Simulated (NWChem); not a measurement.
# C3H6N2; SMILES C(N)(=C=C)N

```xyz
11

C      0.0000     0.0000     2.2356
C      0.0000     0.0000     0.9160
C      0.0000     0.0000    -0.4197
N      0.0406    -1.1683    -1.2107
N     -0.0406     1.1683    -1.2107
H      0.9231    -0.1583     2.8299
H     -0.9231     0.1583     2.8299
H      0.0216    -2.0224    -0.6480
H     -0.7196    -1.1795    -1.9030
H     -0.0216     2.0224    -0.6480
H      0.7196     1.1795    -1.9030
```
Atoms are numbered in this order, from 1.

Program: NWChem. Pople sets run with spherical d functions. Coordinates come from a PBE-D3(BJ)/def2-SVP optimisation.

For level Hartree-Fock/STO-3G:

- highest occupied level (eV) = -6.19
- orbital gap (eV) = 14.60
- dipole (D) = 0.14

Q: How do the values read with level Hartree-Fock/6-31G* instead?

A: 
| Property | Result |
|---|---|
| highest occupied level (eV) | -8.11 |
| orbital gap (eV) | 12.90 |
| dipole (D) | 0.37 |
